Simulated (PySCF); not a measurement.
Aluminium: a sound run and one with changed settings

Sound run: Al⁺ [Ne] 3s2, Al²⁺ [Ne] 3s1. Computed with PySCF 2.14 in def2-TZVP (5s5p2d1f, 37 functions), with no relativity, point nucleus. In the sound run the correlated levels freeze [Ne]. The sound run starts from symmetry-adapted Hartree-Fock orbitals and uses a fine grid where one is needed.

Changed run: scalar relativity by spin-free X2C-1e. This setting is unsound on purpose.

```tsv
species	method	sound run (hartree)	changed run (hartree)	converged
Al⁺	UHF	-241.66873	-242.06466	yes
Al⁺	M06-2X	-242.13098	-242.52788	yes
Al⁺	TPSS	-242.15436	-242.55106	yes
Al⁺	MP2	-241.69600	-242.09192	yes
Al⁺	CCSD(T)	-241.70808	-242.10396	yes
Al²⁺	UHF	-241.02454	-241.41934	yes
Al²⁺	M06-2X	-241.43206	-241.82772	yes
Al²⁺	TPSS	-241.46927	-241.86475	yes
```

Ionisation energy of Al⁺:

```csv
method,sound run (eV),changed run (eV)
UHF,17.529,17.560
M06-2X,19.018,19.052
TPSS,18.642,18.675
MP2,18.271,18.302
SCS-MP2,18.420,18.450
CCSD,18.600,18.629
CCSD(T),18.600,18.629
CCSDT,18.600,18.629
FCI,18.600,18.629
```

Most of the change in total energy is the relativistic energy itself. On top of that the contraction fixes the core shape for the Hamiltonian it was made with, so the changed run is not a good calculation with the other Hamiltonian either.

For comparison, NIST gives 18.829 eV between the lowest levels.
